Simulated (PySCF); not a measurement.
HSE06 single point of quartet MoCl3 at its PBE0 minimum.

An equivalent PySCF input for this run (the driver started from the density of an earlier step):

```python
from pyscf import gto, scf, dft
mol = gto.M(atom='''
Mo    -0.000000     0.000000    -0.000000
Cl     2.254713    -0.000009     0.000000
Cl    -1.127349     1.952644    -0.000000
Cl    -1.127365    -1.952634     0.000000''',
    basis={'Mo': 'def2-SVP', 'Cl': 'def2-SVP'},
    ecp={'Mo': 'def2-SVP'},
    charge=0, spin=3)
mf = dft.UKS(mol, xc='HSE06')
mf.grids.atom_grid = (75, 302)
aux = {'Mo': 'def2-universal-JKFIT', 'Cl': 'def2-universal-JKFIT'}
mf = mf.density_fit(auxbasis=aux)
mf.conv_tol = 1e-08
mf.diis_space = 10
mf.max_cycle = 60
mf.verbose = 4
mf.kernel()
```

Excerpt of the output:

```
init E= -1448.08087775392
cycle= 1 E= -1448.080914631  delta_E= -3.69e-05  |g|= 0.00105  |ddm|= 0.0157
cycle= 2 E= -1448.08091560332  delta_E= -9.72e-07  |g|= 0.000738  |ddm|= 0.00258
cycle= 3 E= -1448.08091577077  delta_E= -1.67e-07  |g|= 0.000374  |ddm|= 0.00111
cycle= 4 E= -1448.08091584487  delta_E= -7.41e-08  |g|= 0.000195  |ddm|= 0.000601
cycle= 5 E= -1448.08091587242  delta_E= -2.75e-08  |g|= 1.85e-05  |ddm|= 0.000242
cycle= 6 E= -1448.08091587348  delta_E= -1.07e-09  |g|= 8.81e-06  |ddm|= 9.19e-05
Extra cycle  E= -1448.08091587342  delta_E= 6.5e-11  |g|= 1.46e-05  |ddm|= 3.11e-05
converged SCF energy = -1448.08091587342  <S^2> = 3.7708329  2S+1 = 4.0104029
```

With open d or f shells other occupations or spin states may lie lower.

This run, together with those of the ionised and electron-attached species (not shown), took 32 s on 2 threads of a shared AMD EPYC (Zen 3) host, with 85 basis functions; the process peaked at 0.92 GiB.
